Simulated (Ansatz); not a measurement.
One change: `CO[SiH](C)[GeH3]` becomes `CO[SiH](C)[SeH]`.

Ansatz, PBE0-D4/def2-TZVP geometries, multiplicity 1. Each molecule was computed in one conformer, which needn't be the lowest.

Scalar relativity is left out up to krypton.

```tsv
property	`CO[SiH](C)[GeH3]`
size of the dipole moment (ωB97M-V/def2-TZVPP) / D	0.66
LUMO energy (B3LYP/def2-TZVPP) / eV	0.04
LUMO energy (PBE/def2-TZVPP) / eV	-0.62
size of the dipole moment (PBE/def2-TZVPP) / D	0.66
HOMO–LUMO gap (B3LYP/def2-TZVPP) / eV	7.25
HOMO–LUMO gap (PBE/def2-TZVPP) / eV	5.54
```

**Question.** What does the change do to each property? (Best estimate.)

**Answer.** Computed: 
```
                                          property  `CO[SiH](C)[SeH]`  shift
size of the dipole moment (ωB97M-V/def2-TZVPP) / D               1.12   0.46
               LUMO energy (B3LYP/def2-TZVPP) / eV              -0.16  -0.20
                 LUMO energy (PBE/def2-TZVPP) / eV              -0.75  -0.13
    size of the dipole moment (PBE/def2-TZVPP) / D               1.01   0.35
             HOMO–LUMO gap (B3LYP/def2-TZVPP) / eV               6.61  -0.64
               HOMO–LUMO gap (PBE/def2-TZVPP) / eV               5.11  -0.43
```

With PBE0 the HOMO rises by 0.38 eV and the LUMO falls by 0.12 eV, so the gap narrows by about 0.50 eV. PBE moves the HOMO by 0.30 eV and ωB97M-V by 0.30 eV. Dipoles are sizes alone; their direction can turn.

B3LYP here is the variant with VWN-RPA as its local correlation; programs differ in this.

Spin–orbit coupling is left out; it splits and shifts lone-pair levels of the heavy atoms by tenths of an eV.
